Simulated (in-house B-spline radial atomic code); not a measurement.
Ionisation energies with and without relativity, with size and susceptibility from the Dirac run. Dirac energy differences include first-order Breit, QED and recoil terms. NIST's values go from ground level to ground level; the uncertainty of those that are theory runs from under 0.1 % in few-electron ions to several per cent in heavy many-electron ones. Computed with a radial B-spline atomic code at the basis-set limit: non-relativistic Hartree-Fock and Dirac-Hartree-Fock, averages of the configuration (point nuclei without relativity, finite nuclei with it).

```tsv
ion	configuration	configuration after	ionisation non-relativistic (eV)	ionisation Dirac Breit and QED (eV)	tabulated value (eV)	radius at density 0.001 (bohr)	diamagnetic susceptibility (10⁻⁶ cm³/mol)
Tc+	[Kr] 4d5 5s1	[Kr] 4d5	13.076	13.508	15.26	4.252	-34.398
Ru+	[Kr] 4d7	[Kr] 4d6	16.487	16.173	16.76	3.762	-29.274
Rh+	[Kr] 4d8	[Kr] 4d7	17.752	17.407	18.08	3.673	-28.589
Pd+	[Kr] 4d9	[Kr] 4d8	19.025	18.647	19.43	3.589	-27.908
Ag+	[Kr] 4d10	[Kr] 4d9	20.307	19.895	21.4844	3.509	-27.24
Cd+	[Kr] 4d10 5s1	[Kr] 4d10	14.824	15.543	16.90831	3.902	-30.473
```
